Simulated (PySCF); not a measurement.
W(O)2(OH)(NH2) (H₃NO₃W), SMILES [NH2][W](=[O])(=[O])[OH], multiplicity 1. Atoms are numbered in the order given.

```xyz
8

W      0.0378     0.0147     0.0000
O      1.0249     0.1198     1.4040
O      1.0249     0.1198    -1.4040
O     -1.2571     1.4043     0.0000
H     -1.1593     2.3643     0.0000
N     -0.8522    -1.7208     0.0000
H     -1.0086    -2.2772     0.8385
H     -1.0086    -2.2772    -0.8385
```
Charge 0, spin multiplicity 1.

Coordinates come from a B3LYP-D3(BJ)/def2-SVP optimisation. A frequency run showed that this geometry is not a minimum. The multiplicity is an assumed one; no other spin state was optimised. The structure was generated by enumeration; whether it is a known compound was not checked. The def2 effective core potentials stand for the cores of W; spin–orbit coupling is left out. One conformer was computed; it need not be the lowest.

Computed with ωB97X/def2-TZVP run with PySCF.

```yaml
total_energy: -349.57495 hartree
point_group: Cs
highest_occupied_level: -11.00 eV
lowest_empty_level: 0.72 eV
orbital_gap: 11.72 eV
dipole_moment: 3.26 D
quadrupole, principal values (traceless, Buckingham form, about the centre of nuclear charge): -9.60, -8.60, 18.20 D·Å
mean_static_polarisability: 53.0 bohr³ (7.85 Å³)
polarisability_principal_values: 49.1, 52.4, 57.4 bohr³
```
